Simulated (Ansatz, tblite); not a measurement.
Spin states of the cluster ScO3, each relaxed with r2SCAN-D4/def2-TZVP in Ansatz. Electronic energies in the gas phase.

The xTB rows come from tblite. Correlated methods freeze 8 core orbitals; core or outer-core shells of Sc are correlated, in sets that lack core-valence functions. In CCSD on the charge 0 quartet the largest single amplitude is 0.21, so its Hartree–Fock determinant may place the open shell otherwise than the density functionals do. The structure holds one bond between oxygen atoms, so isomers without such links may lie far lower. The structure comes from a short search, and lower isomers may exist.

Doublet geometry (Cs within 0.1 Å):

```xyz
4

Sc   -0.469   -0.101    0.735
O    -0.385   -0.116   -1.355
O     0.804   -0.846    1.543
O     0.050    1.064   -0.923
```

Quartet geometry (Cs within 0.1 Å):

```xyz
4

Sc   -0.230    0.142   -1.050
O     0.702    1.217    0.516
O    -0.823   -1.469   -0.540
O     0.352    0.110    1.074
```

Only these spin states were relaxed. Higher spins weren't run and may lie lower.

Second-order perturbation terms are unreliable where d shells bring near-degenerate states, and here PBE-QIDH/def2-TZVP, MP2/def2-TZVP, MP2/def2-TZVPP lie more than 0.4 eV from the median of the functionals without such a term.

Question: Estimate which spin state lies lowest at each of these levels, and by how much: GFN1-xTB; GFN2-xTB; HF/STO-3G; HF/def2-TZVP; HF/def2-TZVPP; LDA (SPW92)/def2-TZVP; PBE-D4/def2-TZVP; r2SCAN-D4/def2-TZVP; PBE0-D4/def2-TZVP; r2SCAN0-D4/def2-TZVP; BHLYP-D4/def2-TZVP; ωB97X-V/def2-TZVP; PBE-QIDH/def2-TZVP; RPA@PBE/def2-TZVP; MP2/def2-TZVP; MP2/def2-TZVPP; CCSD/def2-TZVPP; CCSD(T)/def2-TZVPP.

Answer: 
```csv
level,quartet − doublet (kJ/mol),lowest of these
GFN1-xTB,266.0,doublet
GFN2-xTB,265.9,doublet
HF/STO-3G,-81.6,quartet
HF/def2-TZVP,110.0,doublet
HF/def2-TZVPP,107.7,doublet
LDA (SPW92)/def2-TZVP,275.4,doublet
PBE-D4/def2-TZVP,257.7,doublet
r2SCAN-D4/def2-TZVP,256.8,doublet
PBE0-D4/def2-TZVP,266.2,doublet
r2SCAN0-D4/def2-TZVP,255.7,doublet
BHLYP-D4/def2-TZVP,243.5,doublet
ωB97X-V/def2-TZVP,292.0,doublet
PBE-QIDH/def2-TZVP,310.7,doublet
RPA@PBE/def2-TZVP,230.3,doublet
MP2/def2-TZVP,381.9,doublet
MP2/def2-TZVPP,385.4,doublet
CCSD/def2-TZVPP,269.1,doublet
CCSD(T)/def2-TZVPP,291.5,doublet
```

Change of the quartet − doublet gap on mixing in exact exchange, in kJ/mol: PBE to PBE0 (25 % exact exchange) 8.5; r2SCAN to r2SCAN0 (25 % exact exchange) -1.2. The xTB methods have no spin-polarisation term.

| state | donor atoms | mean metal–ligand distance (Å) | range (Å) | Mulliken spin on the metal (PBE0) |
| --- | --- | --- | --- | --- |
| doublet | 3 | 1.955 | 1.68–2.09 | -0.04 |
| quartet | 3 | 2.037 | 1.79–2.20 | 0.84 |

⟨S²⟩ at PBE0-D4/def2-TZVP: doublet 0.76 (pure 0.75), quartet 3.78 (pure 3.75). The unpaired electrons of the doublet sit mostly on the ligands.
